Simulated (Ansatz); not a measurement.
`B[O][GeH2][F]` + CH₃NH₂ → `BNC` + `[OH][GeH2][F]` at 600 K and 1 bar (ligand exchange at a B–O bond).

Gas-phase electronic energies from Ansatz, PBE0-D4/def2-TZVP geometries. CCSD(T)/CBS is the MP2 limit (def2-TZVPP, def2-QZVPP) plus CCSD(T) − MP2 in def2-TZVPP, frozen cores. For Ge outer-core shells are correlated without core-valence functions, which leaves a few kJ/mol of doubt a bond. Scalar relativity is left out up to krypton. One conformer a species, not always the lowest.

| species | CCSD(T)/CBS energy (Eh) | H − E (kJ/mol) | S (J/(mol·K)) |
| --- | --- | --- | --- |
| `B[O][GeH2][F]` | -2278.36226 | 166.6 | 402.6 |
| CH₃NH₂ | -95.75281 | 199.3 | 283.8 |
| `BNC` | -121.18426 | 242.2 | 328.7 |
| `[OH][GeH2][F]` | -2252.93819 | 124.2 | 350.1 |

H − E and S are ideal-gas, rigid-rotor, harmonic terms from PBE0-D4/def2-TZVP, for one conformer and one mirror image of each species. 1 Eh = 2625.50 kJ/mol, R = 8.31446 J/(mol·K).

**Question.** By hand: ΔE, ΔH, ΔS and ΔG.

**Answer.** ΔE = (-121.18426) + (-2252.93819) − (-2278.36226) − (-95.75281) = -0.00738 Eh = -19.4 kJ/mol. Δ(H − E) = 242.2 + 124.2 − 166.6 − 199.3 = 0.5, so ΔH = -18.9 kJ/mol. ΔS = 328.7 + 350.1 − 402.6 − 283.8 = -7.6 J/(mol·K). ΔG = -18.9 − 600 × (-7.6)/1000 = -14.3 kJ/mol.

**Question.** By hand: the equilibrium constant, and the temperature at which ΔG would vanish if ΔH and ΔS stayed fixed.

**Answer.** log₁₀ K = −ΔG/(RT ln 10) = 1.2. ΔG = 0 at ΔH/ΔS = 2487 K, though so small a ΔS makes that figure unsure.

The number of gas molecules stays the same, so ΔS is small and ΔH decides. A doubt of 5 kJ/mol in ΔE shifts log₁₀ K by 0.4 here. Other conformers and mirror images would add mixing entropy, several J/(mol·K) or more a flexible species. Modes under 60 cm⁻¹, often nearly free rotors, make the harmonic entropy too high. These are equilibria of isolated gas molecules and say nothing of rates. Largest T1 diagnostic: 0.013 (customary marks: 0.02 for closed shells, 0.045 for open ones).
